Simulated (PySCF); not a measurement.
## SeO: from constants to spectrum

r²SCAN constants of SeO, ³Σ⁻ (triplet), unpaired electrons π ↑↑ (PySCF, no relativity, basis sets Se def2-SVP, O def2-SVP; masses 79.9165 and 15.9949 u):

| Quantity | Value |
| --- | --- |
| ωe | 918.0 cm⁻¹ |
| ωexe | 4.0 cm⁻¹ |
| Be | 0.4619 cm⁻¹ |
| αe | 0.00296 cm⁻¹ |
| D (centrifugal) | 4.68e-07 cm⁻¹ |
| De to Se + O | 4.66 eV |

Task: Give the vibrational terms G(v) and spacings up to v = 6.

Result: G(v) = ωe(v+½) − ωexe(v+½)².

| v | G(v) (cm⁻¹) | G(v) − G(v−1) | Bv (cm⁻¹) |
| --- | --- | --- | --- |
| 0 | 458.0 |  | 0.4604 |
| 1 | 1368.0 | 910.0 | 0.4575 |
| 2 | 2270.0 | 902.0 | 0.4545 |
| 3 | 3164.0 | 894.0 | 0.4515 |
| 4 | 4050.0 | 886.0 | 0.4486 |
| 5 | 4928.0 | 878.0 | 0.4456 |
| 6 | 5798.0 | 870.0 | 0.4427 |

Task: How well does the Morse estimate ωe²/(4ωexe) reproduce De, and what is D0?

Result: It gives 6.53 eV, 140 % of the computed De. D0 = De − G(0) = 4.66 − 0.06 = 4.60 eV.

Spin–orbit coupling is left out. The state was picked by a PBE0 search and need not be the measured ground state.
